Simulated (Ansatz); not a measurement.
Z-matrix (Å, degrees):
```
Si
B 1 1.994
O 1 1.653 2 116.6
H 1 1.499 2 104.2 3 123.1
H 1 1.486 2 111.5 3 -120.5
Si 2 2.001 1 120.0 3 174.3
Si 2 1.999 1 121.1 3 -7.4
H 3 0.958 1 117.4 2 46.6
H 6 1.490 2 111.8 1 -141.8
H 6 1.494 2 105.0 1 101.6
H 6 1.488 2 115.3 1 -17.3
H 7 1.488 2 115.4 1 -154.6
H 7 1.495 2 103.6 1 87.1
H 7 1.492 2 113.4 1 -29.1
```

Total charge 0; spin multiplicity 1.

List the PBE/def2-TZVPP orbital energies in eV (the Gaussian-basis code of Ansatz). (An estimate is asked.)

Computed: Occupied: -1779.88, -1779.54, -1779.45, -510.35, -177.73, -137.57, -137.33, -137.25, -94.33, -94.30, -94.28, -94.07, -94.05, -94.03, -93.98, -93.97, -93.95, -25.07, -14.55, -13.82, -13.21, -11.75, -10.06, -9.29, -9.05, -8.82, -8.58, -8.48, -8.41, -7.59, -6.98, -6.49. Lowest empty: -4.07, -0.96, -0.28, -0.20, 0.05, 0.44, 0.54, 0.66.
